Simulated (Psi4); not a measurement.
F$_{5}$Si (SMILES F[Si-](F)(F)(F)F), charge -1, singlet, at a GFN2-xTB geometry (a gas-phase anion, which may not be bound at this level); Psi4 with MP2/def2-SVP.

The Psi4 input:
```
memory 2 GB

molecule {
-1 1
F    -0.99746614   -1.12059139   -0.70097454
Si    0.01274662   -0.03699652    0.01793959
F     1.18066654   -0.53093026   -1.03255443
F    -0.95822949   -0.11468405    1.34561246
F    -0.46470217    1.34877877   -0.65402209
F     1.21990319    0.47497708    1.01403257
}

set {
  basis def2-svp
  freeze_core true
  mp2_type conv
  scf_type pk
  puream true
  d_convergence 1e-8
}

energy('mp2')
print_variables()
```

The log (banner, timings and long lists left out):

```
   => Loading Basis Set <=

    Name: DEF2-SVP
    Role: ORBITAL
    Keyword: BASIS

         ---------------------------------------------------------
                                   SCF
               by Justin Turney, Rob Parrish, Andy Simmonett
                          and Daniel G. A. Smith
                              RHF Reference
         ---------------------------------------------------------

  ==> Geometry <==

    Molecular point group: cs
    Full point group: C1h

    Geometry (in Angstrom), charge = -1, multiplicity = 1:

       Center              X                  Y                   Z               Mass
    ------------   -----------------  -----------------  -----------------  -----------------
         F           -0.697005857450     0.977829142990    -1.140384522863    18.998403162730
         SI          -0.041642975566    -0.012911908809     0.000000000000    27.976926534650
         F           -0.021549728405    -1.200625919917    -1.140384522863    18.998403162730
         F           -0.697005857450     0.977829142990     1.140384522863    18.998403162730
         F            1.498434350196     0.464607547875     0.000000000000    18.998403162730
         F           -0.021549728405    -1.200625919917     1.140384522863    18.998403162730

  Running in cs symmetry.

  Rotational constants: A =      0.10779  B =      0.10779  C =      0.08529 [cm^-1]
  Rotational constants: A =   3231.49551  B =   3231.49551  C =   2556.86315 [MHz]
  Nuclear repulsion =  372.927812845196627

  Charge       = -1
  Multiplicity = 1
  Electrons    = 60
  Nalpha       = 30
  Nbeta        = 30

  ==> Algorithm <==

  SCF Algorithm Type is PK.
  DIIS enabled.
  MOM disabled.
  Fractional occupation disabled.
  Guess Type is SAD.
  Energy threshold   = 1.00e-08
  Density threshold  = 1.00e-08
  Integral threshold = 1.00e-12

  ==> Primary Basis <==

  Basis Set: DEF2-SVP
    Blend: DEF2-SVP
    Number of shells: 38
    Number of basis functions: 88
    Number of Cartesian functions: 94
    Spherical Harmonics?: true
    Max angular momentum: 2

  ==> Integral Setup <==

  Using in-core PK algorithm.
   Calculation information:
      Number of atoms:                   6
      Number of AO shells:              38
      Number of primitives:             78
      Number of atomic orbitals:        94
      Number of basis functions:        88

      Integral cutoff                 1.00e-12
      Number of threads:                 1

  Performing in-core PK
  Using 15338972 doubles for integral storage.
  We computed 234156 shell quartets total.
  Whereas there are 274911 unique shell quartets.

  ==> DiskJK: Disk-Based J/K Matrices <==

    J tasked:                  Yes
    K tasked:                  Yes
    wK tasked:                  No
    Schwarz Cutoff:          1E-12

  Minimum eigenvalue in the overlap matrix is 3.9118813569E-02.
  Reciprocal condition number of the overlap matrix is 1.1348456164E-02.
    Using symmetric orthogonalization.

  ==> Pre-Iterations <==

  SCF Guess: Superposition of Atomic Densities via on-the-fly atomic UHF (no occupation information).

   -------------------------
    Irrep   Nso     Nmo
   -------------------------
     A'        51      51
     A"        37      37
   -------------------------
    Total      88      88
   -------------------------

  ==> Iterations <==

                        Total Energy        Delta E     RMS |[F,P]|

   @RHF iter SAD:  -784.45424893348491   -7.84454e+02   0.00000e+00
   @RHF iter   1:  -785.84217417491152   -1.38793e+00   1.00440e-02 DIIS/ADIIS
   @RHF iter   2:  -785.93476099026327   -9.25868e-02   5.79667e-03 DIIS/ADIIS
   @RHF iter   3:  -785.97427015751327   -3.95092e-02   3.29200e-04 DIIS/ADIIS
   @RHF iter   4:  -785.97453344746680   -2.63290e-04   3.93889e-05 DIIS
   @RHF iter   5:  -785.97453851041860   -5.06295e-06   9.86786e-06 DIIS
   @RHF iter   6:  -785.97453881081231   -3.00394e-07   2.01233e-06 DIIS
[...]
  @RHF Final Energy:  -785.97453882071022
    Total Energy =                       -785.9745388207102224
  DIE_IF_NOT_CONVERGED          => (empty)
[...]
  PCG_BETA_TYPE                 => (empty)
  PCG_CONVERGENCE               => (empty)
  PCG_MAXITER                   => (empty)
  PCM                           => (empty)
  PE                            => (empty)
  PRINT                         => (empty)
  PRINT_NOONS                   => (empty)
  PROPERTIES                    => (empty)
  PROPERTIES_ORIGIN             => (empty)
  PUREAM                        => TRUE            !
  QC_MODULE                     => (empty)
  RAS1                          => (empty)
  RAS2                          => (empty)
  RAS3                          => (empty)
  RAS4                          => (empty)
  RELATIVISTIC                  => (empty)
  RELAXED                       => (empty)
  REMP_A                        => (empty)
  RESTRICTED_DOCC               => (empty)
  RESTRICTED_UOCC               => (empty)
  RMS_MOGRAD_CONVERGENCE        => (empty)
  R_CONVERGENCE                 => (empty)
  SCF_TYPE                      => PK              !
  SCREENING                     => (empty)
  SCS_TYPE                      => (empty)
  SOCC                          => (empty)
  SOS_TYPE                      => (empty)
  SPIN_SCALE_TYPE               => NONE            !
  SS_SCALE                      => (empty)
  SYMMETRIZE                    => (empty)
  TPDM_ABCD_TYPE                => (empty)
  WFN                           => (empty)
  WFN_TYPE                      => OMP2            !
  WRITER_FILE_LABEL             => (empty)
  ZORA_BASIS_TOLERANCE          => (empty)
  ZORA_NR_DEBUG                 => (empty)
  ZORA_PRUNING_SCHEME           => (empty)
  ZORA_RADIAL_POINTS            => (empty)
  ZORA_SPHERICAL_POINTS         => (empty)

 ==============================================================================
 ==============================================================================
 ==============================================================================

                             MP2
                    Program Written by Ugur Bozkaya,
              Additional Contributions by J. P. Misiewicz

 ==============================================================================
 ==============================================================================
 ==============================================================================

	MO spaces per irreps...

	IRREP   FC    OCC   VIR  FV
	==============================
	  A'     7    11    33    0
	  A"     3     9    25    0
	==============================

	Cost of iabc is     16 MB
	Cost of abcd is     40 MB
	Switching to the incore algorithm for iabc..
	Switching to the incore algorithm for abcd..

	Computing MP2 energy using SCF MOs (Canonical MP2)...
	==============================================================================
	Nuclear Repulsion Energy (a.u.)    :   372.92781284519663
	SCF Energy (a.u.)                  :  -785.97453882071022
	REF Energy (a.u.)                  :  -785.97453882071022
	Alpha-Alpha Contribution (a.u.)    :    -0.14266566196035
	Alpha-Beta Contribution (a.u.)     :    -0.73600817115013
	Beta-Beta Contribution (a.u.)      :    -0.14266566196035
	Scaled_SS Correlation Energy (a.u.):    -0.09511044130690
	Scaled_OS Correlation Energy (a.u.):    -0.88320980538015
	SCS-MP2 Total Energy (a.u.)        :  -786.95285906739718
	SOS-MP2 Total Energy (a.u.)        :  -786.93134944320536
	SCSN-MP2 Total Energy (a.u.)       :  -786.47672195081054
	SCS-MP2-VDW Total Energy (a.u.)    :  -787.05929494174268
	SOS-PI-MP2 Total Energy (a.u.)     :  -787.00495026032036
	MP2 Correlation Energy (a.u.)      :    -1.02133949507082
	MP2 Total Energy (a.u.)            :  -786.99587831578106
	==============================================================================

  Variable Map:
  ----------------------------------------------------------------------------
[...]
  Array Variable Map:
  ----------------------------------------------------------------------------
[...]
[...]
```
